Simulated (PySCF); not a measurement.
**Trend along group 12: MF molecules**

PBE0 with triple-zeta basis sets in PySCF, for the lowest determinant that a PBE0 search found; no spin–orbit coupling. De refers to high-spin ground-configuration atoms. A positive dipole means M(−)F(+).

| M | basis | state (unpaired electrons) | Re (Å) | ωe (cm⁻¹) | De (eV) | μ (D) |
| --- | --- | --- | --- | --- | --- | --- |
| Zn | def2-TZVPP | doublet (σ ↑) | 1.786 | 601 | 3.01 | -3.05 |
| Hg | def2-TZVPP | doublet (σ ↑) | 2.046 | 442 | 1.42 | -3.20 |

Question: The row for M = Cd is missing. Estimate Re, ωe and De as the mean of the rows for Zn and Hg, and compare with the calculation.

Answer: The means are 1.916 Å, 522 cm⁻¹ and 2.21 eV. PBE0 in def2-TZVPP gives CdF as a doublet (σ ↑) with Re = 1.992 Å, ωe = 507 cm⁻¹, De = 2.41 eV, so the estimate is off by -7.6 pm, +3 % and -0.20 eV.

Spin–orbit coupling is left out, which matters for elements this heavy, above all for dissociation energies. States were picked by a PBE0 search and need not be the measured ground states.
